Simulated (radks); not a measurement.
Results of a calculation; reference values are marked as such.
Problem. Mean orbital radii <r> (bohr) of the tellurium ion Te3+, [Kr] 4d10 5s2 5p1, of relativity; Dirac values are averaged over j with weights 2j + 1. Spin-unpolarised spherical Kohn-Sham, PBEsol, point nucleus unless stated (finite: rms radius 4.7423 fm), a radial shooting solver on a logarithmic mesh with Libxc functionals. A level marked "c x" has the speed of light scaled by that factor and shares open shells by 2j + 1; other Dirac levels either fill j = l - 1/2 first or share by 2j + 1.

shell  non-rel.
1s      0.02925
2s       0.1261
2p       0.1074
3s       0.3359
3p       0.3264
3d       0.2971
4s       0.7944
4p       0.8331
4d       0.9579
5s        1.985
5p        2.245

Give the values at the level "Dirac, low j first".

Solution. 
shell  Dirac, low j first  change of magnitude (%)
1s                0.02782                    -4.89
2s                 0.1195                    -5.23
2p                 0.1046                    -2.64
3s                 0.3220                    -4.15
3p                 0.3200                    -1.98
3d                 0.2969                    -0.05
4s                 0.7643                    -3.78
4p                 0.8200                    -1.57
4d                 0.9655                    +0.79
5s                  1.919                    -3.35
5p                  2.223                    -0.96
